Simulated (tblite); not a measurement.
C3H9NO4Si.
Z-matrix (Å and degrees, GFN2-xTB geometry), rows numbered from 1:
```
C 
N   1  1.4478
C   2  1.4480  1  112.07
Si  2  1.7110  1  120.41  3   155.56
O   4  1.6165  2  113.37  1   -77.81
O   4  1.6188  2  112.43  1    46.90
O   4  1.6961  2  105.77  1   167.44
C   7  1.3028  4  124.15  2   -90.63
O   8  1.1982  7  126.54  4    -1.43
H   1  1.0924  2  109.45  3    57.49
H   1  1.0950  2  111.42  3   -62.63
H   1  1.0854  2  109.43  3   177.23
H   3  1.0952  2  111.44  1    60.93
H   3  1.0933  2  109.34  1   -59.06
H   3  1.0860  2  109.72  1  -178.61
H   5  0.9554  4  121.75  2   175.16
H   6  0.9606  4  116.50  2    76.43
H   8  1.1058  7  110.78  4   179.28
```

Method: GFN2-xTB as coded in tblite; computed harmonic values from a numerical Hessian at the method's own geometry, unscaled. This tight-binding method is rough: wavenumbers can miss measured ones by several per cent, in bad cases by 10 to 20. One conformer, not necessarily the lowest.

Harmonic wavenumbers (cm⁻¹): 36.2, 43.0, 119.1, 135.7, 148.5, 184.3, 195.6, 202.5, 212.5, 248.4, 276.6, 301.2, 314.9, 355.8, 398.2, 449.5, 601.9, 707.4, 739.7, 815.1, 884.5, 919.8, 950.8, 968.8, 1048.1, 1058.3, 1089.6, 1129.6, 1199.5, 1222.1, 1316.9, 1374.1, 1412.3, 1422.8, 1475.2, 1483.7, 1491.9, 1502.4, 1770.3, 2796.9, 2915.0, 2916.9, 2955.0, 2962.9, 3047.1, 3053.6, 3554.5, 3636.9.

A = 1852, B = 1113, C = 1000 MHz; mass 151.030 u (most abundant isotopes); point group C1, symmetry number 1.

Q: What is the zero-point energy?

A: Half the sum of the wavenumbers: 29023 cm⁻¹ = 82.98 kcal/mol.

Q: What is S at 350 K and 1 bar for an ideal gas of classical rigid rotors and harmonic oscillators?

A: Translation 41.77, rotation 29.91, vibration 45.04: S = 116.7 cal/(mol K).

Q: And Cp and H(350 K) − H(0)?

A: Cp = 48.03 cal/(mol K), of which vibrations give 40.08 (their classical limit is 48 R = 95.4); H(350 K) − H(0) = 10.71 kcal/mol without the zero-point energy, 7.93 from vibrations.

Q: How do the functions run with temperature in this model?

A: 
```json
{"T (K)": "150", "S (cal/(mol K))": "84.4", "Cp (cal/(mol K))": "30.0", "H − H(0) (kcal/mol)": "2.84", "G − H(0) (kcal/mol)": "-9.83", "ln q(vib)": "4.29"}
{"T (K)": "250", "S (cal/(mol K))": "102.1", "Cp (cal/(mol K))": "39.5", "H − H(0) (kcal/mol)": "6.33", "G − H(0) (kcal/mol)": "-19.19", "ln q(vib)": "7.90"}
{"T (K)": "298.15", "S (cal/(mol K))": "109.4", "Cp (cal/(mol K))": "43.7", "H − H(0) (kcal/mol)": "8.33", "G − H(0) (kcal/mol)": "-24.28", "ln q(vib)": "9.55"}
{"T (K)": "400", "S (cal/(mol K))": "123.4", "Cp (cal/(mol K))": "52.0", "H − H(0) (kcal/mol)": "13.21", "G − H(0) (kcal/mol)": "-36.15", "ln q(vib)": "12.87"}
{"T (K)": "600", "S (cal/(mol K))": "147.0", "Cp (cal/(mol K))": "64.7", "H − H(0) (kcal/mol)": "24.96", "G − H(0) (kcal/mol)": "-63.26", "ln q(vib)": "18.83"}
{"T (K)": "900", "S (cal/(mol K))": "175.8", "Cp (cal/(mol K))": "77.0", "H − H(0) (kcal/mol)": "46.37", "G − H(0) (kcal/mol)": "-111.86", "ln q(vib)": "26.69"}
```

q(vib) and H(0) count from the zero-point level.

Q: Blend soft modes into free rotors: weight 1/[1 + (100 cm⁻¹/ν̃)⁴] for the oscillator and the rest for a rotor with moment μB/(μ + B), μ = h/(8π²ν), B = 10⁻⁴⁴ kg m². What vibrational entropy results?

A: 41.41 cal/(mol K) in place of 45.04, which changes −T·S at 350 K by +1.27 kcal/mol.

Hindered rotation and anharmonicity are outside this model. Other conformers, if any are populated, would add a mixing term that is left out. The structure is chiral; the term R ln 2 for an equal mix with its mirror image is left out.
